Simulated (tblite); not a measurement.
Compound: CH2F3NO4S2.
Z-matrix (Å and degrees, GFN2-xTB geometry), rows numbered from 1:
```
O 
S   1  1.4073
O   2  1.4062  1  122.68
F   2  1.6031  1  107.86  3   123.03
N   2  1.6252  1  106.70  3  -130.28
S   5  1.6789  2  111.74  1   -33.24
O   6  1.4154  5  109.12  2   -41.26
O   6  1.4188  5  107.29  2  -172.33
C   6  1.8709  5   99.81  2    73.27
F   9  1.3381  6  107.39  5    23.59
F   9  1.3369  6  107.47  5   139.03
H   5  1.0031  2  122.20  1   171.21
H   9  1.0941  6  112.26  5   -98.44
```

Method: GFN2-xTB as coded in tblite; computed harmonic values from a numerical Hessian at the method's own geometry, unscaled. Errors from tens to a few hundred cm⁻¹ against measured bands are possible. One conformer, not necessarily the lowest.

Harmonic wavenumbers (cm⁻¹): 46.2, 82.4, 98.4, 134.7, 160.3, 191.2, 216.8, 248.8, 272.5, 308.1, 323.0, 365.8, 384.8, 444.6, 468.0, 497.5, 521.1, 541.2, 660.4, 697.5, 738.7, 818.9, 1009.9, 1085.8, 1089.9, 1102.9, 1172.5, 1185.6, 1213.7, 1335.5, 1380.4, 2960.4, 3503.4.

A = 1595, B = 719.2, C = 606.8 MHz; mass 212.938 u (most abundant isotopes); point group C1, symmetry number 1.

Q: Zero-point energy?

A: Half the sum of the wavenumbers: 12630 cm⁻¹ = 151.10 kJ/mol.

Q: Give the ideal-gas entropy at 298.15 K and 1 bar in the rigid-rotor, harmonic-oscillator model (classical rotation).

A: Translation 175.72, rotation 127.67, vibration 146.39: S = 449.8 J/(mol K).

Q: And Cp and H(298.15 K) − H(0)?

A: Cp = 178.54 J/(mol K), of which vibrations give 145.28 (their classical limit is 33 R = 274.4); H(298.15 K) − H(0) = 33.32 kJ/mol without the zero-point energy, 23.40 from vibrations.

Q: How do the functions run with temperature in this model?

A: 
```json
{"T (K)": "150", "S (J/(mol K))": "348.6", "Cp (J/(mol K))": "118.1", "H − H(0) (kJ/mol)": "10.99", "G − H(0) (kJ/mol)": "-41.30", "ln q(vib)": "3.37"}
{"T (K)": "250", "S (J/(mol K))": "419.8", "Cp (J/(mol K))": "161.9", "H − H(0) (kJ/mol)": "25.11", "G − H(0) (kJ/mol)": "-79.84", "ln q(vib)": "6.62"}
{"T (K)": "400", "S (J/(mol K))": "506.4", "Cp (J/(mol K))": "206.9", "H − H(0) (kJ/mol)": "53.02", "G − H(0) (kJ/mol)": "-149.55", "ln q(vib)": "11.30"}
{"T (K)": "600", "S (J/(mol K))": "597.7", "Cp (J/(mol K))": "242.0", "H − H(0) (kJ/mol)": "98.28", "G − H(0) (kJ/mol)": "-260.34", "ln q(vib)": "16.90"}
{"T (K)": "900", "S (J/(mol K))": "701.4", "Cp (J/(mol K))": "268.0", "H − H(0) (kJ/mol)": "175.29", "G − H(0) (kJ/mol)": "-455.99", "ln q(vib)": "24.03"}
```

q(vib) and H(0) count from the zero-point level.

Q: Blend soft modes into free rotors: weight 1/[1 + (100 cm⁻¹/ν̃)⁴] for the oscillator and the rest for a rotor with moment μB/(μ + B), μ = h/(8π²ν), B = 10⁻⁴⁴ kg m². What vibrational entropy results?

A: 137.14 J/(mol K) in place of 146.39, which changes −T·S at 298.15 K by +2.76 kJ/mol.

Hindered rotation and anharmonicity are outside this model. Other conformers, if any are populated, would add a mixing term that is left out. The structure is chiral; the term R ln 2 for an equal mix with its mirror image is left out.
